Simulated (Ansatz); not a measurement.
F2GaH6NSi2, SMILES `[F][Ga]([F])[N]([SiH3])[SiH3]`, 12 atoms. Total charge 0; spin multiplicity 1. Correlated methods include outer-core shells of Ga, which these sets cover unevenly. Scalar relativity is left out up to krypton. All runs use 4 threads of an Arm Neoverse V1 on a shared host. Correlated methods freeze the cores.

**Question.** Give the basis size and wall time and peak host memory of each of these runs in Ansatz. RHF-MP2/def2-QZVPP energy; RKS PBE0-D4/def2-SVP energy; RKS ωB97M-V/def2-SVP energy; RKS PBE-D4/def2-TZVPP energy and forces; RKS PBE0-D4/def2-TZVP frequencies; RKS PBE0-D4/def2-TZVP relaxation (23 steps); RKS PBE0-D4/def2-QZVPP energy; RHF-MP2/def2-TZVPP energy; RKS ωB97M-V/def2-QZVPP energy; RKS B97M-V/def2-TZVPP energy; direct RPA on PBE orbitals/def2-TZVPP energy; RHF-CCSD(T)/def2-SVP energy. (Estimate.)

**Answer.** The calculation gave: Other jobs shared the machine, so times are rough.

| level | job | functions | wall time | peak host memory (GiB) |
| --- | --- | --- | --- | --- |
| RKS PBE0-D4/def2-SVP | energy | 140 | 2.3 s | 0.54 |
| RKS PBE-D4/def2-TZVPP | energy and forces | 309 | 4.4 s | 0.54 |
| RHF-MP2/def2-TZVPP | energy | 309 | 7.5 s | 1 |
| RKS ωB97M-V/def2-SVP | energy | 140 | 9.5 s | 0.56 |
| direct RPA on PBE orbitals/def2-TZVPP | energy | 309 | 10 s | 0.91 |
| RKS B97M-V/def2-TZVPP | energy | 309 | 15 s | 0.66 |
| RKS PBE0-D4/def2-QZVPP | energy | 580 | 22 s | 3 |
| RHF-CCSD(T)/def2-SVP | energy | 140 | 23 s | 0.99 |
| RKS ωB97M-V/def2-QZVPP | energy | 580 | 42 s | 3.5 |
| RHF-MP2/def2-QZVPP | energy | 580 | 48 s | 4.8 |
| RKS PBE0-D4/def2-TZVP | relaxation (23 steps) | 251 | 2.7 min | 0.98 |
| RKS PBE0-D4/def2-TZVP | frequencies | 251 | 5.8 min | 0.98 |
